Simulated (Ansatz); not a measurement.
`C[Se][Ga]([Cl])[Cl]` + H₂ → `C[SeH]` + `[Cl][GaH][Cl]` at 700 K and 1 bar (hydrogenolysis of the Se–Ga bond).

Isolated molecules relaxed with PBE0-D4/def2-TZVP in Ansatz; ΔE leaves out vibrations. CBS: MP2 limit from def2 TZ/QZ plus the TZ coupled-cluster correction, frozen cores. This one scheme is used for every species. For Ga, Se outer-core shells are correlated without core-valence functions, which leaves a few kJ/mol of doubt a bond. Scalar relativity is left out up to krypton. Each species was taken in one conformer, which may not be the lowest.

| species | CCSD(T)/CBS energy (Eh) | H − E (kJ/mol) | S (J/(mol·K)) |
| --- | --- | --- | --- |
| `C[Se][Ga]([Cl])[Cl]` | -5284.21390 | 183.4 | 515.6 |
| H₂ | -1.17544 | 46.8 | 155.3 |
| `C[SeH]` | -2441.15625 | 157.6 | 325.3 |
| `[Cl][GaH][Cl]` | -2844.19972 | 67.0 | 359.4 |

H − E and S are ideal-gas, rigid-rotor, harmonic terms from PBE0-D4/def2-TZVP, for one conformer and one mirror image of each species. For small species the MP2-based limit differs from directly extrapolated CCSD(T) by up to some mEh (0.8 for H₂); such offsets cancel only in part. 1 Eh = 2625.50 kJ/mol, R = 8.31446 J/(mol·K).

By hand: ΔE, ΔH, ΔS and ΔG.

ΔE = (-2441.15625) + (-2844.19972) − (-5284.21390) − (-1.17544) = 0.03337 Eh = 87.6 kJ/mol. Δ(H − E) = 157.6 + 67.0 − 183.4 − 46.8 = -5.6, so ΔH = 82.0 kJ/mol. ΔS = 325.3 + 359.4 − 515.6 − 155.3 = 13.8 J/(mol·K). ΔG = 82.0 − 700 × (13.8)/1000 = 72.3 kJ/mol.

By hand: the equilibrium constant, and the temperature at which ΔG would vanish if ΔH and ΔS stayed fixed.

log₁₀ K = −ΔG/(RT ln 10) = -5.4. ΔG = 0 at ΔH/ΔS = 5942 K, far beyond where these terms or the molecules hold.

The number of gas molecules stays the same, so ΔS is small and ΔH decides. A doubt of 5 kJ/mol in ΔE shifts log₁₀ K by 0.4 here. Other conformers and mirror images would add mixing entropy, several J/(mol·K) or more a flexible species. Modes under 60 cm⁻¹, often nearly free rotors, make the harmonic entropy too high. These are equilibria of isolated gas molecules and say nothing of rates. Largest T1 diagnostic: 0.011 (customary marks: 0.02 for closed shells, 0.045 for open ones).
